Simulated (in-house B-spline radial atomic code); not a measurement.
Ionisation energies along the 39-electron series, configuration [Kr] 4d3, as differences of self-consistent energies. NIST's values go from ground level to ground level; the uncertainty of those that are theory runs from under 0.1 % in few-electron ions to several per cent in heavy many-electron ones. Computed with a radial B-spline atomic code at the basis-set limit: non-relativistic Hartree-Fock, average of the configuration, point nuclei.

This level leaves out relativity, spin-orbit splitting included, which matters for heavy ions.

```tsv
ion	configuration after	ionisation energy (eV)	IE/(q+1)² (eV)	-ε less Coulomb ΔSCF (eV)	tabulated value (eV)	tabulated kind	computed minus tabulated (eV)
Nd21+	[Kr] 4d2	637.3	1.3167	0.92963	638	tabulated theory	-0.7
Pm22+	[Kr] 4d2	687.5	1.2997	0.93573	689	tabulated theory	-1.5
Sm23+	[Kr] 4d2	739.5	1.2838	0.94162	742	tabulated theory	-2.5
Eu24+	[Kr] 4d2	793.2	1.269	0.94729	795	tabulated theory	-1.8
Gd25+	[Kr] 4d2	848.6	1.2553	0.95277	851	tabulated theory	-2.4
Tb26+	[Kr] 4d2	905.7	1.2424	0.95806	909	tabulated theory	-3.3
Dy27+	[Kr] 4d2	964.6	1.2304	0.96318	969	tabulated theory	-4.4
Ho28+	[Kr] 4d2	1025.2	1.219	0.96812	1029	tabulated theory	-3.8
Er29+	[Kr] 4d2	1087.5	1.2084	0.97291	1092	tabulated theory	-4.5
Tm30+	[Kr] 4d2	1151.6	1.1983	0.97754	1157	tabulated theory	-5.4
```
